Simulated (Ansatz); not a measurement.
CHN2, SMILES `N#C[NH+]` (excited singlet) (charge 1, multiplicity 1). This singlet is an excited state, 1.19 eV above the relaxed triplet at the level B3LYP/cc-pVTZ // PBE0-D3(BJ)/def2-TZVP (Ansatz, a first-principles code).

Cartesian coordinates (Å):
SMILES: N#C[NH+]
```xyz
4

N      1.6826     0.0858     0.0736
C      0.4673     0.0745     0.0968
N     -0.7537     0.1522     0.2494
H     -1.3961    -0.3125    -0.4198
```
Charge +1, spin multiplicity 1.

Frozen-core energies in cc-pVDZ from Ansatz at a geometry from PBE0-D3(BJ)/def2-TZVP; the HF reference has <S^2> = 0.00 (restricted, and unstable towards unrestricted orbitals) and the T1 diagnostic is 0.032.

```tsv
level	energy (Ha)
HF	-146.88002
MP2	-147.28146
CCSD	-147.31035
CCSD(T)	-147.33317
```

Problem. Estimate the energies of CCSDT and CCSDT(Q), and give each level's difference from CCSDT(Q).

Solution. 
| level | energy (Ha) | difference from CCSDT(Q) (mHa) |
|---|---|---|
| MP2 | -147.28146 | 56.48 |
| CCSD | -147.31035 | 27.59 |
| CCSD(T) | -147.33317 | 4.78 |
| CCSDT | -147.33474 | 3.21 |
| CCSDT(Q) | -147.33794 | 0.00 |
